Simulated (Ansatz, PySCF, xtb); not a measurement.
Breaking a bond: HF (cation, charge +1), doublet.

- UMP2/3-21G = unrestricted MP2 (frozen core)/3-21G (PySCF)
- GFN1-xTB (xtb)
- UHF/3-21G = unrestricted Hartree-Fock/3-21G (PySCF 2.14.0)
- FCI = full CI/aug-cc-pVDZ, frozen core in Ansatz (an electronic-structure program)

Energies relative to the lowest point of each curve between 0.84 and 1.19 Å, where full CI is lowest, in mEh; the last columns give the difference from FCI:

```tsv
R / Å	UMP2/3-21G	GFN1-xTB	UHF/3-21G	FCI	UMP2/3-21G − FCI	GFN1-xTB − FCI	UHF/3-21G − FCI
0.64	277.4	260.8	266.6	242.5	34.8	18.3	24.1
0.68	199.5	176.7	190.2	168.0	31.5	8.7	22.2
0.73	129.0	105.7	121.3	102.4	26.6	3.3	18.9
0.77	88.5	68.1	82.1	66.1	22.4	2.0	15.9
0.79	72.4	54.0	66.6	52.2	20.3	1.8	14.4
0.84	41.8	28.6	37.3	26.6	15.2	2.0	10.7
0.87	28.7	18.6	25.1	16.5	12.3	2.2	8.6
0.89	21.8	13.6	18.6	11.3	10.5	2.3	7.3
0.92	13.7	7.9	11.1	5.7	7.9	2.2	5.4
0.95	7.8	4.1	5.9	2.2	5.6	1.9	3.7
0.99	2.8	1.2	1.7	0.0	2.8	1.2	1.7
1.05	0.0	0.0	0.0	0.6	-0.6	-0.6	-0.6
1.10	0.8	0.9	1.5	3.4	-2.6	-2.5	-1.9
1.19	7.0	5.2	8.6	11.9	-4.9	-6.7	-3.2
1.29	17.9	12.0	20.1	23.8	-5.9	-11.8	-3.7
1.40	31.9	19.9	34.2	37.8	-5.8	-17.9	-3.6
1.55	51.4	29.9	52.8	56.2	-4.8	-26.3	-3.4
1.74	73.6	40.6	73.1	76.4	-2.8	-35.8	-3.3
1.94	92.6	49.1	89.5	93.0	-0.4	-43.9	-3.5
2.22	111.5	57.2	104.6	108.7	2.8	-51.5	-4.1
2.54	123.9	62.5	114.0	118.7	5.2	-56.2	-4.7
2.99	131.1	—	119.5	124.7	6.4	—	-5.3
```

UMP2/3-21G is furthest from FCI at 0.64 (34.8 mEh, above); its mean absolute difference over the points is 10.5 mEh.

GFN1-xTB is furthest from FCI at 2.54 (-56.2 mEh, below); its mean absolute difference over the points is 14.2 mEh.

UHF/3-21G is furthest from FCI at 0.64 (24.1 mEh, above); its mean absolute difference over the points is 7.7 mEh.

Dashes: no converged value, or the column stops at the first point that the program doubted or that broke a chosen test of continuity, which isn't proof of a fault.
